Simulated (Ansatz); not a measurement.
Geometry optimisation, UKS LDA/def2-SVP (Ansatz).

input.yaml

```yaml
crystal:
  periodic: [false, false, false]
  atoms:
    - { symbol: O, position_ang: [-0.8128, -1.573, 0.0362] }
    - { symbol: B, position_ang: [-0.1508, -0.2577, 0.0002] }
    - { symbol: O, position_ang: [0.9941, -0.0594, 0.8336] }
    - { symbol: O, position_ang: [-0.533, 0.8349, -0.8722] }
    - { symbol: H, position_ang: [1.7919, -0.3621, 0.2709] }
    - { symbol: H, position_ang: [0.05275, 0.68398, -1.72282] }
magnetization:
  spin_polarized: true
  initial_magnetization: 1
basis:
  gaussian: { orbitals: def2-SVP }
hamiltonian:
  xc: lda
relax:
  f_tol: 0.015
  max_steps: 40
```

Command:

```bash
$ ansatz run input.yaml --threads 1 --pin off --max-ram 2048MiB --backend cpu --events-out ev --progress --plain --runs-dir out
```

Q: Where does it end, and by what steps?

A: It converged. After 10 steps the energy has fallen by 1.301 eV; H6 moved furthest, 1.02 Å.

```
step  energy less start (eV)  largest force component (eV/Å)  accepted
   0                  0.0000                           4.701       yes
   1                 -0.4915                           2.533       yes
   2                 -0.9000                           0.738       yes
   3                 -1.0208                           0.762       yes
   4                 -1.1713                           0.475       yes
   5                 -1.2716                           0.278       yes
   6                 -1.3000                           0.097       yes
   7                 -1.3005                           0.072       yes
   8                 -1.3007                           0.026       yes
   9                 -1.3008                           0.016       yes
  10                 -1.3008                           0.003       yes
```

```xyz
6
Properties=species:S:1:pos:R:3
O -0.432 -1.348 -0.285
B 0.196 -0.173 -0.244
O 1.254 0.025 0.595
O -0.202 0.861 -1.040
H 1.487 -0.752 1.136
H -0.962 0.653 -1.615
```

Run time: 16 s on 1 thread of Arm Neoverse V1, on a shared host, peak memory 0.23 GiB.
